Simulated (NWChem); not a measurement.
# Correlation energy of phosphorus nitride (NP)

```
N
P 1 1.4886
```
Charge 0, spin multiplicity 1.

All runs are NWChem calculations. The geometry was optimised at PBE0/def2-SVP, a minimum by its harmonic frequencies.

Basis set: def2-SVP. Each correlation energy counts from its own Hartree-Fock reference.

The correlated methods keep 6 core orbitals frozen. Coupled-cluster values serve here as a point of comparison, not as the truth.

```
method        correlation energy (mHa)
------------  ------------------------
CR-CCSD[T]                      -305.1
CCSD                                 …
CCSD+T(CCSD)                    -309.1
CCSD(T)                         -307.7
CR-CCSD(T)                           …
MP2                             -290.3
CCSDT                           -307.7
SCS-MP2                              …
```

Question: Fill in the missing entries.

Answer: 
- CCSD, correlation energy (mHa): -291.9
- CR-CCSD(T), correlation energy (mHa): -304.1
- SCS-MP2, correlation energy (mHa): -281.5
